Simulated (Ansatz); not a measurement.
Computed with Ansatz on PBE0-D4/def2-TZVP structures; ΔE is electronic, products minus reactants. CCSD(T)/CBS is the MP2 limit (def2-TZVPP, def2-QZVPP) plus CCSD(T) − MP2 in def2-TZVPP, frozen cores. DFT in def2-TZVPP. B3LYP here is the variant with VWN-RPA as its local correlation; programs differ in this. Elements past krypton have def2 core potentials. For Br, In outer-core shells are correlated without core-valence functions, which leaves a few kJ/mol of doubt a bond. Scalar relativity is left out up to krypton. One conformer a species, not always the lowest.

Consider the redistribution: `[F][In]([SH])[Br]` + `N[Si](N)(O)O[SiH3]` → `[SiH3][O][In]([SH])[Br]` + `N[Si](N)(O)F`.

```tsv
level	ΔE (kcal/mol)	difference from CCSD(T)/CBS
PBE-D4	-2.8	2.6
r2SCAN-D4	-3.5	1.9
PBE0-D4	-3.4	2.0
B3LYP-D4	-2.9	2.5
ωB97X-V	-3.5	1.9
ωB97M-V	-3.7	1.7
B2PLYP	-4.6	0.8
PBE	-3.3	2.1
r2SCAN	-3.7	1.7
PBE0	-3.8	1.6
B3LYP	-3.7	1.7
HF/def2-TZVPP	-4.4	1.0
MP2/def2-TZVPP	-6.2	-0.8
SCS-MP2/def2-TZVPP	-5.8	-0.4
CCSD/def2-TZVPP	-5.5	-0.1
CCSD(T)/def2-TZVPP	-5.5	-0.1
HF/def2-QZVPP	-4.2	1.2
MP2/def2-QZVPP	-6.0	-0.6
SCS-MP2/def2-QZVPP	-5.6	-0.2
HF/CBS(def2)	-4.1	1.3
MP2/CBS(def2)	-6.0	-0.6
CCSD/CBS(def2)	-5.3	0.1
CCSD(T)/CBS	-5.4	0
```

Largest T1 diagnostic among the species: 0.013.

In def2-TZVPP, CCSD(T) changes the Hartree–Fock value by −1.1 kcal/mol (the triples alone add −0.0 kcal/mol) and MP2 by −1.8 kcal/mol. The D4 term adds +0.8 kcal/mol with B3LYP and +0.5 kcal/mol with PBE0; it sums over pairs of atoms, weighted by their polarisabilities, and B3LYP, whose exchange is more repulsive, gets the larger term.
